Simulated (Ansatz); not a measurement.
One change: `CO[Si]([SiH3])(Cl)Cl` becomes `CO[Si](O)(Cl)Cl`.

Ansatz, PBE0-D4/def2-TZVP geometries, multiplicity 1. Each molecule was computed in one conformer, which needn't be the lowest.

```tsv
property	`CO[Si]([SiH3])(Cl)Cl`
size of the dipole moment (PBE/def2-TZVPP) / D	1.26
HOMO energy (PBE0/def2-TZVPP) / eV	-8.47
HOMO energy (PBE/def2-TZVPP) / eV	-7.27
LUMO energy (PBE/def2-TZVPP) / eV	-1.08
HOMO energy (ωB97M-V/def2-TZVPP) / eV	-10.50
HOMO–LUMO gap (PBE/def2-TZVPP) / eV	6.19
```

Q: What does the change do to each property? (Best estimate.)

A: Computed: 
| property | `CO[Si](O)(Cl)Cl` | shift |
| --- | --- | --- |
| size of the dipole moment (PBE/def2-TZVPP) / D | 2.05 | 0.79 |
| HOMO energy (PBE0/def2-TZVPP) / eV | -8.84 | -0.37 |
| HOMO energy (PBE/def2-TZVPP) / eV | -7.27 | 0.00 |
| LUMO energy (PBE/def2-TZVPP) / eV | -0.52 | 0.56 |
| HOMO energy (ωB97M-V/def2-TZVPP) / eV | -11.18 | -0.68 |
| HOMO–LUMO gap (PBE/def2-TZVPP) / eV | 6.75 | 0.56 |

With PBE0 the HOMO falls by 0.37 eV and the LUMO rises by 0.66 eV, so the gap widens by about 1.03 eV. PBE moves the HOMO by 0.00 eV and ωB97M-V by -0.68 eV. Dipoles are sizes alone; their direction can turn.
